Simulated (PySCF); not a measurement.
I³⁺ (iodine, charge +3) across methods

[Kr] 4d10 5s2 5p2, high-spin 3P determinant. Calculation: PySCF 2.14, in Sapporo-DKH3-DZP-2012 (7s6p4d1f, 52 functions); the spin-free X2C one-electron Hamiltonian (Gaussian nucleus).

```
 method  E (hartree)  mean ε 5s α (eV)  mean ε 5s β (eV)  mean ε 5p α (eV)  Σ⟨r²⟩ (bohr²)   ⟨S²⟩
LC-wPBE     -7112.47           -52.564           -49.617           -39.428          35.02  2.003
r2SCANh     -7112.92           -48.646           -45.977           -36.097          35.08  2.003
 r2SCAN     -7112.93           -47.929           -45.516           -35.592          35.07  2.003
    PBE     -7112.52           -47.276           -45.520           -35.114          35.03  2.001
   PBE0     -7112.59           -49.240           -46.637           -36.520          35.06  2.002
    UHF  -7110.09190           -54.092           -48.627           -39.879          35.38  2.007
wB97X-V     -7112.65           -51.865           -49.290           -38.779          35.08  2.002
    LDA     -7106.37           -47.561           -46.054           -35.227          34.98  2.001
```

Estimate the same row for TPSS.

E (hartree) = -7112.62; mean ε 5s α (eV) = -47.419; mean ε 5s β (eV) = -45.324; mean ε 5p α (eV) = -35.236; Σ⟨r²⟩ (bohr²) = 35.07; ⟨S²⟩ = 2.001.
